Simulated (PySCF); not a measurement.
Species: C5H8BN.
Bonds: B1–N2, N2–C3 (aromatic), C3–C4 (aromatic), C4–C5 (aromatic), C5–C6 (aromatic), C6–C7 (aromatic), N2–C7 (aromatic). Hydrogens: H8, H9, H10 on B1; H11 on C3; H12 on C4; H13 on C5; H14 on C6; H15 on C7.

The calculation used core-valence-separated Tamm–Dancoff BHandHLYP/aug-pcX-1 (pcseg-1 on H) in PySCF, non-relativistic, gas phase, PBE0-D3(BJ)/def2-SVP geometry.

Computed nitrogen K-edge spectrum, Gaussian lines of 0.4 eV full width, highest printed point 100; it ends one width below the last computed root. No shift to experiment was applied.

| photon energy (eV) | absorption |
| --- | --- |
| 397.0 | 0 |
| 397.2 | 11 |
| 397.4 | 66 |
| 397.6 | 100 |
| 397.8 | 38 |
| 398.0 | 4 |
| 398.2 | 0 |
| 398.4 | 0 |
| 398.6 | 0 |
| 398.8 | 0 |
| 399.0 | 0 |
| 399.2 | 0 |
| 399.4 | 0 |
| 399.6 | 0 |
| 399.8 | 0 |
| 400.0 | 0 |
| 400.2 | 0 |
| 400.4 | 0 |
| 400.6 | 0 |
| 400.8 | 0 |
| 401.0 | 0 |
| 401.2 | 0 |
| 401.4 | 0 |
| 401.6 | 0 |
| 401.8 | 0 |
| 402.0 | 0 |
| 402.2 | 0 |
| 402.4 | 0 |
| 402.6 | 0 |
| 402.8 | 0 |
| 403.0 | 0 |
| 403.2 | 0 |
| 403.4 | 0 |
| 403.6 | 1 |
| 403.8 | 3 |
| 404.0 | 2 |

Q: Where are the maxima, and which lines make them up?

A: 2 maxima:
- 397.6 eV: N2 (nitrogen bonded to B and 2 C), 397.56 eV, f = 0.056, 1s→π*, 100 % of the height at the exact maximum
- 403.9 eV: N2 (nitrogen bonded to B and 2 C), 403.87 eV, f = 0.002, 89 % of the height at the exact maximum

Roots within 0.03 eV on the same or equivalent atoms count as one line; shares under 12 % aren't listed.

Vibrational structure and lifetime widths aren't in the curve. The ionisation threshold wasn't computed; near and above it a finite basis only mimics Rydberg series and continuum.
